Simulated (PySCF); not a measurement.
CH5FO2Sn. Atoms are numbered in the order given.

```xyz
10

C      2.1007    -0.2641     0.2937
Sn     0.0219     0.0087     0.0207
O     -1.1583    -0.9636     1.2682
O     -0.4233     1.9237     0.0528
F     -0.5804    -0.6857    -1.6912
H      2.2672    -0.8210     1.2248
H      2.5810     0.7213     0.3471
H      2.4924    -0.8318    -0.5604
H     -1.7885    -1.5060     0.7772
H     -1.3752     2.0787     0.0659
```
Charge 0, spin multiplicity 1.

Coordinates come from a PBE0-D3(BJ)/def2-SVP optimisation. The structure was generated by enumeration; whether it is a known compound was not checked. The def2 effective core potentials stand for the cores of Sn; spin–orbit coupling is left out. Other conformers were not sampled.

Level of theory: PBE/def2-TZVP (PySCF).

Atomic charges (e):

```
atom  Mulliken  Löwdin
----  --------  ------
C1       -0.64   -0.49
Sn2       1.22       ?
O3       -0.62   -0.31
O4       -0.63   -0.30
F5       -0.45       ?
H6        0.17       ?
H7        0.17       ?
H8        0.17       ?
H9        0.31    0.16
H10       0.31    0.16
```

Fill in the missing entries. (An estimate is asked for; the answer gives what the named calculation found.)


- Sn2, Löwdin: 0.61
- F5, Löwdin: -0.25
- H6, Löwdin: 0.14
- H7, Löwdin: 0.14
- H8, Löwdin: 0.14
